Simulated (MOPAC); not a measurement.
Input file for MOPAC: PM3 on HF (SMILES F).

```
PM3 1SCF PRECISE CHARGE=0 THREADS=1
HF

F     -0.87828805 1     0.86381573 1     3.61539265 1
H     -0.57472404 1     0.41250480 1     2.84640242 1
```

It printed:

```
*******************************************************************************
 **                                                                           **
 **                              MOPAC v23.2.5                                **
 **                                                                           **
 *******************************************************************************
 ** MOPAC's Digital Object Identifier: https://doi.org/10.5281/zenodo.6511958 **
 **                                                                           **
 ** Please cite the open-source release paper for use of this MOPAC version:  **
 ** J. E. Moussa and J. J. P. Stewart (2026)                                  **
 ** MOPAC: An open-source semiempirical molecular orbital program             **
 ** J. Open Source Softw., 11(119), 8025, https://doi.org/10.21105/joss.08025 **
 *******************************************************************************

                              PM3 CALCULATION RESULTS

 *******************************************************************************
 *  PM3        - The PM3 Hamiltonian to be used
 *
 *
 *
 *                 CHARGE ON SYSTEM = 0
 *
 *
 *
 *  PRECISE    - TIGHTER CRITERIA TO BE USED
 *  1SCF       - DO 1 SCF AND THEN STOP
 *  THREADS=1  - MULTI-THREADING NOT USED
 *  T=         - A TIME OF 172800.0 SECONDS REQUESTED
 *  DUMP=N     - RESTART FILE WRITTEN EVERY 7200.0 SECONDS REQUESTED
 *******************************************************************************
PM3 1SCF PRECISE CHARGE=0 THREADS=1
 HF

   ATOM   CHEMICAL          X               Y               Z
  NUMBER   SYMBOL      (ANGSTROMS)     (ANGSTROMS)     (ANGSTROMS)

     1       F         -0.87828805  *   0.86381573  *   3.61539265  *
     2       H         -0.57472404  *   0.41250480  *   2.84640242  *



          CARTESIAN COORDINATES

    NO.       ATOM           X           Y           Z

     1         F         -0.8783      0.8638      3.6154
     2         H         -0.5747      0.4125      2.8464

  H: (PM3): J. J. P. STEWART, J. COMP. CHEM. 10, 209 (1989).
  F: (PM3): J. J. P. STEWART, J. COMP. CHEM. 10, 209 (1989).

           Empirical Formula: H F  =     2 atoms



      MOLECULAR POINT GROUP   :   C*v


      RHF CALCULATION, NO. OF DOUBLY OCCUPIED LEVELS = 4


 -------------------------------------------------------------------------------
 PM3 1SCF PRECISE CHARGE=0 THREADS=1
 HF



     1SCF WAS SPECIFIED, SO BFGS WAS NOT USED
     SCF FIELD WAS ACHIEVED


                              PM3 CALCULATION
                                                       MOPAC v23.2.5 Linux




          FINAL HEAT OF FORMATION =        -62.73724 KCAL/MOL =    -262.49261 KJ/MOL


          COSMO AREA              =         39.67 SQUARE ANGSTROMS
          COSMO VOLUME            =         23.43 CUBIC ANGSTROMS

          IONIZATION POTENTIAL    =         16.133841 EV
          HOMO LUMO ENERGIES (EV) =        -16.134  3.570
          NO. OF FILLED LEVELS    =          4
          MOLECULAR WEIGHT        =         20.0063         POINT GROUP:  C*v

          MOLECULAR DIMENSIONS (Angstroms)

            Atom       Atom       Distance
            H     2    F     1     0.94190
            H     2    F     1     0.00000
            F     1    H     2     0.00000


          SCF CALCULATIONS        =          1





   ATOM   CHEMICAL          X               Y               Z
  NUMBER   SYMBOL      (ANGSTROMS)     (ANGSTROMS)     (ANGSTROMS)

     1       F         -0.87828805  *   0.86381573  *   3.61539265  *
     2       H         -0.57472404  *   0.41250480  *   2.84640242  *

                             CARTESIAN COORDINATES

   1    F       -0.878288050     0.863815730     3.615392650
   2    H       -0.574724040     0.412504800     2.846402420


           Empirical Formula: H F  =     2 atoms



      MOLECULAR POINT GROUP   :   C*v


                  EIGENVALUES
 -23.49240 -17.08763 -16.13384 -16.13384   3.56992


              NET ATOMIC CHARGES AND DIPOLE CONTRIBUTIONS

  ATOM NO.   TYPE          CHARGE      No. of ELECS.   s-Pop       p-Pop
    1          F          -0.166971        7.1670     1.64208     5.52489
    2          H           0.166971        0.8330     0.83303
 DIPOLE           X         Y         Z       TOTAL
 POINT-CHG.     0.243    -0.362    -0.617     0.755
 HYBRID         0.211    -0.314    -0.535     0.655
 SUM            0.455    -0.676    -1.152     1.411


          ATOMIC ORBITAL ELECTRON POPULATIONS

     Atom    s        px        py        pz
    1  F   1.64208   1.95065   1.89092   1.68332
    2  H   0.83303

 **********************
 *                    *
 * JOB ENDED NORMALLY *
 *                    *
 **********************




 == MOPAC DONE ==
```

The run finished.

Cost: roughly 0.010 core-seconds.
